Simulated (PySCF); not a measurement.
SMILES Clc1ccc(Br)cc1 (C₆H₄BrCl) at its GFN2-xTB optimised geometry (Å):

```
12

Cl    -1.5319    -2.7722     0.0000
C     -0.6799    -1.2710     0.0000
C     -1.3910    -0.0798     0.0000
C     -0.7085     1.1230     0.0000
C      0.6765     1.1182     0.0000
Br     1.6154     2.7722     0.0000
C      1.3905    -0.0687     0.0000
C      0.7073    -1.2710     0.0000
H     -2.4693    -0.0925     0.0000
H     -1.2496     2.0565     0.0000
H      2.4693    -0.0546     0.0000
H      1.2491    -2.2034     0.0000
```

Calculation: CAM-B3LYP/def2-TZVP (PySCF 2.14.0).

Map of the electron localisation function on the plane z = 1.0 Å:

```
|000000000000000000000000000|
|000000000000001121100000000|
|000000000000013565421000000|
|000000000000036888753100000|
|000000000000037999986410000|
|000000000100016999998630000|
|000000004750003799999740000|
|000000016873001478998740000|
|000000003664211245677520000|
|000000001355555432111000000|
|000000001356677641000000000|
|000001112477556764100000000|
|000025544676212575445300000|
|000038865664000466568730000|
|000026754675101576557730000|
|000001112576434675222200000|
|000000000257776663100000000|
|000000000134666653100000000|
|000001355432223565200000000|
|000014788863001478510000000|
|000015899996200278510000000|
|000014789998500024200000000|
|000002478998610000000000000|
|000000135777510000000000000|
|000000012343200000000000000|
|000000000010000000000000000|
|000000000000000000000000000|
```
Scale: ten equal steps from 0.000 (start of '0') to 0.899 (end of '9'), in the order '0123456789'; x runs from -5.00 to 5.00, y from -5.00 (bottom) to 5.00 (top).
